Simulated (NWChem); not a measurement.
Correlation energy of Mg

```xyz
1

Mg     0.0000     0.0000     0.0000
```
Charge 0, spin multiplicity 1.

Everything below was run with NWChem.

Basis set: STO-3G. Each correlation energy counts from its own Hartree-Fock reference.

The correlated methods keep 5 core orbitals frozen. Coupled-cluster values serve here as a point of comparison, not as the truth.

| method | correlation energy (mHa) |
|---|---|
| CCSDT | -36.2 |
| SCS-MP2 | ? |
| MP2 | ? |
| CCSD | -36.2 |
| CR-CCSD[T] | -36.2 |
| CR-CCSD(T) | -36.2 |

Task: What belongs in the gaps?

Result: 
- SCS-MP2, correlation energy (mHa): -24.6
- MP2, correlation energy (mHa): -20.5
